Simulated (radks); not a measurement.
The numbers below are computed, except where a source is named.
Problem. Co5+, configuration [Ar] 3d4. Level of theory: non-relativistic Kohn-Sham, LB94 model potential, spin-polarised, spherical densities, point nucleus; open shells are filled with parallel spins first (a radial shooting solver on a logarithmic mesh with Libxc functionals). Some entries of the table are withheld. Estimate them.

orbital  occ.  eigenvalue (hartree)  <r^2> (bohr^2)
1s down     1             -282.3182        0.004319
1s up       1             -282.3159        0.004319
2s down     1             -36.77984         0.07813
2s up       1             -36.75134         0.07832
2p down     3             -32.51951         0.06201
2p up       3             -32.49479         0.06215
3s up       1              -7.21548          0.6643
3s down     1              -7.04662          0.6724
3p up       3              -5.92546             (1)
3p down     3              -5.76326             (2)
3d up       4              -3.77756          0.8192
3d down     0              -3.63958          0.8452
4s up       0              -2.56498           3.729
4s down     0              -2.52907           3.838
4p up       0                   (3)           4.350
4p down     0                   (4)           4.494

Solution. 
(1) 3p up <r^2> (bohr^2): 0.7108
(2) 3p down <r^2> (bohr^2): 0.7226
(3) 4p up eigenvalue (hartree): -2.19615
(4) 4p down eigenvalue (hartree): -2.16790
